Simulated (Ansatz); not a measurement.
BSb₂⁻, relaxed as a singlet with RKS PBE-D4/def2-TZVPD in Ansatz, starting from the GFN1-xTB geometry. Force threshold 0.02 eV/Å.

In the def2 sets Sb takes a core potential; there is no spin–orbit coupling. The restricted singlet is unstable: a solution with broken spin symmetry lies lower. The highest occupied level of the charge -1 singlet lies above zero (up to 0.32 eV). Its loss leaves the charge 0 doublet, which lies 1.90 eV higher (vertical, at PBE-D4/def2-TZVPD), but this difference is unsure: the doublet is doubtful (geometry relaxed on an unsound state). An occupied level of the charge -1 singlet lies above an empty one (by up to 0.40 eV), so this SCF solution is probably not the lowest. At PBE-D4/def2-TZVPD a triplet of charge -1 lies 0.63 eV below the restricted singlet at the same geometry. The structure comes from a short search, and lower isomers may exist.

Start:

Cartesian coordinates in Å:
```
B 0.2203 0.5466 0.6391
Sb -0.4271 -1.4306 0.7808
Sb 0.2068 0.8840 -1.4200
```

```
step  energy (eV)  largest force component (eV/Å)  SCF passes
   1  -13750.5900                           0.462          19
   2  -13750.7234                           0.638          29
   3  -13750.7778                           0.341          29
   4  -13750.8024                           0.245          29
   5  -13750.8326                           0.317          28
   6  -13750.8588                           0.048          29
   7  -13750.8615                           0.011          22
   8  -13750.8617                           0.018          25
```

Force components are those of the run's own axes.

End:

Cartesian coordinates in Å:
```
B 0.000 -0.001 -0.001
Sb -0.403 -1.472 1.401
Sb 0.404 1.473 -1.399
```

By distances, no bond broke or formed. The bond that changes most is B1–Sb3, from 2.09 to 2.07 Å (atoms count from 1).

The force fell under the threshold at step 7, but the optimiser went on. No frequencies were taken in this run, so the end may be a saddle point.

Run time 6 s (4 threads of Arm Neoverse V2 on a shared host).
